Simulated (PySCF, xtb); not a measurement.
MoF₅, SMILES [F][Mo+]([F])([F])([F])[F], charge +1, multiplicity 1.

GFN2-xTB run with xtb 6.7.1 at its own geometry gives an orbital gap of 5.57 eV.

The structure is a stationary point at PBE0-D3(BJ)/def2-SVP. The spin state was assumed, not searched. The isomer is the one that the SMILES or the coordinates give; other isomers of the formula were not compared. The def2 effective core potentials stand for the cores of Mo; spin–orbit coupling is left out.

Task: What does PBE/def2-TZVP run with PySCF give? (Estimate from the structure and the level; the computed values follow.)

Result: gap 4.83 eV (levels -17.37 and -12.54 eV).
